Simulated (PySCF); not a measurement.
Species: C₇H₉Cl.
SMILES with atom numbers: `[Cl:1][CH2:2][C:3]1=[CH:4][CH:5]=[CH:6][CH2:7][CH2:8]1` (hydrogens: H9, H10 on C2; H11 on C4; H12 on C5; H13 on C6; H14, H15 on C7; H16, H17 on C8)

Structure used (GFN2-xTB), in Å, numbered top down from 1:
```
atom  x, y, z in Å
Cl1    3.1171    0.0582   -1.2274
C2     2.2513    0.1844    0.3521
C3     0.7834    0.2191    0.1219
C4     0.0549    1.3271    0.2943
C5    -1.3701    1.3277    0.0341
C6    -2.0311    0.1811   -0.1139
C7    -1.3227   -1.1341    0.0166
C8     0.1335   -1.0218   -0.4324
H9     2.6134    1.0947    0.8283
H10    2.5588   -0.6918    0.9238
H11    0.5086    2.2453    0.6378
H12   -1.8742    2.2810   -0.0177
H13   -3.0988    0.1610   -0.2713
H14   -1.3658   -1.4427    1.0690
H15   -1.8324   -1.9020   -0.5672
H16    0.1763   -0.9650   -1.5263
H17    0.6908   -1.9103   -0.1315
```

Computed with TDDFT CAM-B3LYP/def2-SVPD, vertical, gas phase, core orbitals frozen in the response in PySCF.

Transition dipole moments from the ground state, in atomic units and in the frame of the coordinates above (overall signs are arbitrary), for the states with f of 0.002 or more among the lowest 8:

| state | E (eV) | μx | μy | μz |
| --- | --- | --- | --- | --- |
| S1 | 4.676 | -1.410 | 0.044 | 0.138 |
| S2 | 6.124 | -0.008 | -0.156 | -0.083 |
| S3 | 6.445 | 0.123 | -0.086 | -0.031 |
| S5 | 6.604 | 0.249 | -0.099 | 0.096 |
| S6 | 6.803 | 0.112 | 0.130 | 0.096 |
| S7 | 7.086 | -0.307 | 0.123 | 0.080 |
| S8 | 7.143 | 0.219 | 0.035 | -0.171 |

(1) What oscillator strength does each state have?

(2) What angle do the transition dipoles of S5 and S8 make?

(3) What peak molar absorption coefficient would the strongest computed level give as a lone Gaussian band 0.5 eV wide at half height?

Answers

(1) f = (2/3) ΔE |μ|² with ΔE in hartree (27.2114 eV).

| state | \|μ\|² (au) | \|μ\| (D) | f |
| --- | --- | --- | --- |
| S1 | 2.009 | 3.60 | 0.230 |
| S2 | 0.031 | 0.45 | 0.005 |
| S3 | 0.024 | 0.39 | 0.004 |
| S5 | 0.081 | 0.72 | 0.013 |
| S6 | 0.038 | 0.50 | 0.006 |
| S7 | 0.116 | 0.86 | 0.020 |
| S8 | 0.078 | 0.71 | 0.014 |

(2) |cos θ| = |μa·μb| / (|μa| |μb|) = 0.43, so θ ≈ 64° (taken between 0 and 90°, since the signs are arbitrary).

(3) ε(max) = 2.175×10⁸ f / FWHM, with the width in cm⁻¹. S1: 2.175×10⁸ × 0.2302 / 4033 ≈ 12000 L mol⁻¹ cm⁻¹.

One conformer stands for the species.
